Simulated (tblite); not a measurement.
Species: C₄H₂FO₂S (doublet state).
Bonds: O1–C2, C2–C3 (aromatic), C3–C4 (aromatic), C4–F5, C4–S6 (aromatic), S6–C7 (aromatic), C7–O8, C2–C7 (aromatic). Hydrogens: H9 on C3; H10 on O8.
Bond orders are those of one Lewis drawing.

Computed with GFN2-xTB (tblite), gas phase: L-BFGS steps from a force-field or distance-geometry start until the largest atomic force falls under 0.01 eV/Å.

Geometry at step 0:
```
atom  x, y, z in Å
O1     -1.3280    1.1529    1.2658
C2     -0.4437    0.4305    0.4554
C3      0.9756    0.5210    0.5577
C4      1.5534   -0.3063   -0.3694
F5      2.8859   -0.4293   -0.4935
S6      0.4330   -1.1929   -1.3007
C7     -0.8715   -0.4575   -0.4930
O8     -2.1355   -0.7320   -0.7680
H9      1.5153    1.1579    1.2379
H10    -2.5755   -0.1396   -0.1148
```

Question: Give the atomic forces at this geometry.

Answer: 
| atom | Fx (eV/Å) | Fy (eV/Å) | Fz (eV/Å) |
| --- | --- | --- | --- |
| O1 | 3.125 | -3.128 | -3.530 |
| C2 | -2.625 | 4.440 | 5.051 |
| C3 | 0.578 | -0.534 | -0.771 |
| C4 | 0.863 | 1.490 | 1.775 |
| F5 | -0.693 | -0.209 | -0.268 |
| S6 | -0.236 | -1.149 | -1.272 |
| C7 | -0.336 | -1.117 | -1.227 |
| O8 | 0.008 | 0.528 | 0.574 |
| H9 | -0.152 | -0.101 | -0.093 |
| H10 | -0.531 | -0.220 | -0.238 |

The largest, 7.22 eV/Å, acts on C2; the rms over all components is 1.816 eV/Å. The forces sum to zero within rounding, as they must for an isolated molecule in no field.

Question: Give the force on C2 in Eh/bohr and in nN.

Answer: 7.219 eV/Å ÷ 51.422 = 0.14039 Eh/bohr, and 7.219 eV/Å × 1.602 = 11.57 nN.

Question: How far is this geometry from the end of the optimisation?

Answer: 0.805 eV above it, and 0.060 Å rms away after alignment. The bonds farthest from their final lengths, with half the difference of the two atoms' forces along the bond (positive lengthens):

```tsv
bond	now (Å)	final (Å)	force along bond (eV/Å)
O1–C2	1.400	1.235	-6.25
C2–C7	1.368	1.450	+3.62
C4–S6	1.705	1.771	+1.88
C3–C4	1.370	1.340	-1.41
C2–C3	1.426	1.449	+1.23
C4–F5	1.344	1.324	-0.60
```

The angle farthest from its final value is C7–O8–H10, 99.4° against 106.6°.

Of the 6 listed bonds off by 0.010 Å or more, this force points towards the final length in 6.

What follows is the cost of the whole relaxation. Hardware: one thread, Arm Neoverse V2 (aarch64), on a shared host. Cost: 0.1 s of wall time.
